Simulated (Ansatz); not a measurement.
CH6SeSi2 can be A, `[SiH3][SiH]1C[Se]1`, or B, `[SeH][SiH]1C[SiH2]1`.

Program: Ansatz. Geometries: PBE0-D4/def2-TZVP. ΔE: electronic, gas phase. CCSD(T)/CBS adds triple-zeta CCSD(T) − MP2 to the extrapolated MP2 energy (def2 sets, frozen cores). DFT in def2-TZVPP. B3LYP here is the variant with VWN-RPA as its local correlation; programs differ in this. For Se outer-core shells are correlated without core-valence functions, which leaves a few kJ/mol of doubt a bond. Scalar relativity is left out up to krypton. One conformer a species, not always the lowest.

Problem. Which isomer does CCSD(T)/CBS put lower? Give the gap. (An estimate is asked.)

Solution. Computed: A, by 6.3 kcal/mol.

Problem. Give E(B) − E(A) in kcal/mol with MP2/def2-TZVPP, B3LYP, CCSD/def2-TZVPP, CCSD(T)/def2-TZVPP, ωB97M-V, B3LYP-D4, PBE0-D4. (Estimate.)

Solution. The calculation gave: MP2/def2-TZVPP 7.0, B3LYP 6.3, CCSD/def2-TZVPP 6.4, CCSD(T)/def2-TZVPP 6.5, ωB97M-V 4.7, B3LYP-D4 6.2, PBE0-D4 4.9. None reverses the order clearly.

Largest T1 diagnostic: 0.012.
